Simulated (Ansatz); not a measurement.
`Cl[C]1=[CH][SnH2]1` at its PBE0-D4/def2-TZVP geometry, where that method's forces vanish. Total charge 0; spin multiplicity 1. Sn: def2 effective core potential.

```xyz
7

Cl   -0.7956   -2.0002   -1.6619
C    -0.2156   -0.7668   -0.6248
C     0.9919   -0.4356   -0.2025
Sn   -0.4197    0.8916    0.6348
H     1.9987   -0.8081   -0.3541
H    -0.9348    0.6798    2.2375
H    -0.6248    2.4394   -0.0291
```

(1) What forces (eV/Å) does B3LYP-D4/def2-TZVPP give on these atoms in Ansatz? (Estimate.)

Answers

(1) The calculation gave: 
```
Cl1 -0.128 -0.270 -0.227
C2   0.218  0.083  0.094
C3   0.163 -0.175 -0.113
Sn4 -0.150  0.286  0.202
H5  -0.071  0.017  0.004
H6  -0.022 -0.006  0.065
H7  -0.010  0.064 -0.024
```

B3LYP here is the variant with VWN-RPA as its local correlation; programs differ in this.
